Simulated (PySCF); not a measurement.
3-chloro-1,1-difluoropropa-1,2-diene (C3HClF2), SMILES FC(F)=C=CCl.

Geometry optimised at B3LYP-D3(BJ)/def2-SVP.

Calculation: TDA-PBE/def2-SVPD run with PySCF.

Vertical excitations. Isolated molecule, no solvent. State labels are in the subgroup Cs.

```
state  symmetry  energy (eV)  λ (nm)      f                                                              main pairs
-----  --------  -----------  ------  -----  ----------------------------------------------------------------------
S1           A"         4.61     269  0.000                                                         HOMO→LUMO 100 %
S2           A"         5.45     228  0.000                                                      HOMO−1→LUMO+1 98 %
S3           A"         5.65     219  0.000                                                        HOMO−2→LUMO 99 %
S4           A'         5.72     217  0.003                                      HOMO−1→LUMO 48 %, HOMO→LUMO+1 36 %
S5           A'         6.31     196  0.000                                                      HOMO−2→LUMO+1 98 %
S6           A'         6.66     186  0.093                                      HOMO→LUMO+2 73 %, HOMO−1→LUMO 12 %
S7           A"         6.93     179  0.004                                                      HOMO−1→LUMO+2 99 %
S8           A'         6.99     177  0.481  HOMO→LUMO+3 32 %, HOMO→LUMO+1 21 %, HOMO−3→LUMO 14 %, HOMO−1→LUMO 13 %
S9           A'         7.36     169  0.149                                      HOMO→LUMO+3 55 %, HOMO→LUMO+4 23 %
S10          A"         7.38     168  0.002                                                      HOMO−1→LUMO+3 98 %
T1           A'         3.99     310      0                                                        HOMO−1→LUMO 94 %
T2           A"         4.19     296      0                                                         HOMO→LUMO 100 %
T3           A'         4.31     288      0                                                        HOMO→LUMO+1 94 %
T4           A"         5.04     246      0                                                     HOMO−1→LUMO+1 100 %
```
Triplets are in the Tamm–Dancoff approximation.
